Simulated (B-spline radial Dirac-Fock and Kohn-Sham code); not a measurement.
# X-ray lines that fill the 3p3/2 vacancy in Mn⁺

System: manganese as Mn⁺ in the configuration [Ar] 3d5 4s1, inside a Watson sphere of charge -1 and radius 2.4 Å (a model of the Madelung potential; inside it an electron's potential energy is raised by 6.0 eV).

Input file task.json (cfg lists n, l and occupation; rrms is the nuclear radius in fm):

```json
{"items": [{
  "Z": 25,
  "q": 1,
  "cfg": [[1, 0, 2], [2, 0, 2], [2, 1, 6], [3, 0, 2], [3, 1, 6], [3, 2, 5], [4, 0, 1]],
  "A": 55,
  "rrms": 3.7057,
  "watson": [-1, 2.4],
  "do": ["binding", "quiet", "decay"],
  "holes": ["K", "L1", "L2", "L3", "M1", "M2", "M3"]
}]}
```

Run with: `python xray_run.py task.json out`

These are calculated numbers from an atomic code on a B-spline grid; the model is independent-particle radiative and Coulomb Auger rates from relativistic LDA hole-state orbitals, with Dirac-Fock energies.

```tsv
line	multipole	energy (eV)	rate (s⁻¹)	share (%)
M3-M4	E1	51.88	4.09e+09	9.16
M3-M5	E1	52.01	3.71e+10	83.2
M3-N1	E1	57.52	3.43e+09	7.68
```

The listed lines hold 100.0 % of the radiative rate. The radiative width is 2.94e-05 eV in the length form and 2.57e-05 eV in the velocity form; the two differ because the transition energies are not eigenvalue differences of the potential that gave the orbitals.
